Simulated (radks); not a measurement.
Values are calculated unless marked as measured or tabulated.
Question: Yb III, configuration [Xe] 4f14. Level of theory: Dirac Kohn-Sham, PBE, spin-unpolarised, spherical densities, point nucleus; speed of light set to 205.554 atomic units (1.5 times the physical value, a model run) (a radial shooting solver on a logarithmic mesh with Libxc functionals).

Spin-orbit splittings of the eigenvalues, e(l+1/2) - e(l-1/2), with zeta = 2 splitting/(2l+1) and mean radii in bohr:

| shell | occ. | splitting (eV) | zeta (eV) | <r> j=l-1/2 | <r> j=l+1/2 |
|---|---|---|---|---|---|
| 2p | 6 | 421.0 | 280.7 | 0.07381 | 0.07702 |
| 3p | 6 | ? | ? | 0.2164 | 0.2224 |
| 3d | 10 | 21.46 | 8.584 | 0.1956 | 0.1976 |
| 4p | 6 | 19.85 | 13.23 | 0.5191 | 0.5330 |
| 4d | 10 | 4.019 | 1.608 | 0.5586 | 0.5637 |
| 4f | 14 | 0.6157 | 0.1759 | 0.7537 | 0.7618 |
| 5p | 6 | 2.373 | 1.582 | 1.439 | 1.487 |

Estimate the 3p splitting.

Answer: 88.74 eV (zeta = 59.16 eV).
